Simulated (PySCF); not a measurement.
C4H10B, SMILES C([B]CC)C (connectivity only; charge and spin as stated), charge +1, multiplicity 1.

The structure is a stationary point at PBE0-D3(BJ)/def2-SVP. The spin state was assumed, not searched. The isomer is the one that the SMILES or the coordinates give; other isomers of the formula were not compared. One conformer was computed; it need not be the lowest.

These are TDDFT-PBE/def2-SVPD (PySCF) values and carry that method's errors.

Vertical excitations. The molecule is in vacuum. State labels are in the subgroup C2h.

```csv
state,symmetry,energy (eV),λ (nm),f,main pairs
S1,Ag,5.26,236,0.000,HOMO→LUMO 99 %
S2,Au,5.46,227,0.000,HOMO−1→LUMO 99 %
S3,Bg,5.47,227,0.000,HOMO→LUMO+1 95 %
S4,Bg,5.62,220,0.000,HOMO−3→LUMO 95 %
S5,Bu,5.64,220,0.015,HOMO−2→LUMO 90 %
S6,Bu,5.87,211,0.020,HOMO−1→LUMO+1 88 %
S7,Au,5.90,210,0.002,HOMO−2→LUMO+1 99 %
S8,Ag,5.97,208,0.000,HOMO−3→LUMO+1 97 %
S9,Au,6.80,182,0.000,HOMO−4→LUMO+1 100 %
S10,Bg,7.01,177,0.000,HOMO−5→LUMO+1 100 %
T1,Ag,4.91,253,0,HOMO→LUMO 99 %
T2,Bg,5.17,240,0,HOMO→LUMO+1 98 %
T3,Bu,5.28,235,0,HOMO−2→LUMO 98 %
T4,Au,5.34,232,0,HOMO−1→LUMO 99 %
```
Triplets are in the Tamm–Dancoff approximation, which puts them higher than full response would, so one can lie above its singlet here.
